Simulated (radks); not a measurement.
Ce XLIV, 15 electrons, occupied as [Ne] 3s2 3p3 (the NIST ground configuration). Method: Dirac Kohn-Sham, PBEsol, spin-unpolarised, spherical densities, point nucleus; open shells fill j = l - 1/2 first; computed with a radial shooting solver on a logarithmic mesh with Libxc functionals.

Unscreened Slater integrals over Kohn-Sham orbitals (cm^-1). Large and small components are both included.

integral           value
F0(3p3/2,3p3/2)   796690
F2(3p3/2,3p3/2)   398650
F0(3p3/2,3p1/2)   811360
G2(3p3/2,3p1/2)   400840
F0(3p3/2,3s1/2)   788100
G1(3p3/2,3s1/2)   508710
F0(3p3/2,2p3/2)  1052900
F2(3p3/2,2p3/2)   274140
G0(3p3/2,2p3/2)   109310
G2(3p3/2,2p3/2)   120500
F0(3p1/2,3p1/2)   827290
F0(3p1/2,3s1/2)   801970
G1(3p1/2,3s1/2)   505180
F0(3p1/2,2p3/2)  1086700
G2(3p1/2,2p3/2)   119010
F0(3s1/2,3s1/2)   781710
F0(3s1/2,2p3/2)  1022500
G1(3s1/2,2p3/2)   105200
F0(2p3/2,2p3/2)  2155900
F2(2p3/2,2p3/2)  1028300
